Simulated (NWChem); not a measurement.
Species: C$_{2}$H$_{3}$BCl$_{2}$; SMILES B(C=C)(Cl)Cl

```xyz
8

B     -0.1084    -0.1118     0.0007
Cl    -0.4711    -1.8285     0.0001
Cl     1.5803     0.3752    -0.0006
C     -1.2549     0.9233     0.0021
C     -1.0493     2.2497    -0.0015
H     -2.2860     0.5508     0.0056
H     -1.8759     2.9678    -0.0010
H     -0.0355     2.6641    -0.0052
```
Atoms are numbered in this order, from 1.

Computed with NWChem. Pople sets run with spherical d functions. Coordinates come from a PBE0/def2-SVP optimisation. B3LYP is NWChem's, with the RPA form of VWN correlation. Vzz is the largest principal value of the second derivative of the potential at the nucleus (NWChem prints the opposite sign); η is the asymmetry. Non-relativistic.

```json
[
 {"level": "B3LYP/6-31G*", "Vzz B1 (a.u.)": "0.309", "η B1": "0.77", "Vzz Cl2 (a.u.)": "2.028", "η Cl2": "0.62", "Vzz Cl3 (a.u.)": "2.071", "η Cl3": "0.51"},
 {"level": "B3LYP/def2-SVP", "Vzz B1 (a.u.)": "0.313", "η B1": "0.77", "Vzz Cl2 (a.u.)": "?", "η Cl2": "0.65", "Vzz Cl3 (a.u.)": "?", "η Cl3": "0.52"},
 {"level": "PBE/def2-SVP", "Vzz B1 (a.u.)": "0.277", "η B1": "0.82", "Vzz Cl2 (a.u.)": "1.865", "η Cl2": "0.70", "Vzz Cl3 (a.u.)": "1.903", "η Cl3": "0.56"},
 {"level": "PBE/cc-pVTZ", "Vzz B1 (a.u.)": "0.314", "η B1": "0.78", "Vzz Cl2 (a.u.)": "1.862", "η Cl2": "0.73", "Vzz Cl3 (a.u.)": "1.912", "η Cl3": "0.59"}
]
```

**Question.** What belongs in the gaps?

**Answer.** 
- B3LYP/def2-SVP, Vzz Cl2 (a.u.): 1.915
- B3LYP/def2-SVP, Vzz Cl3 (a.u.): 1.952
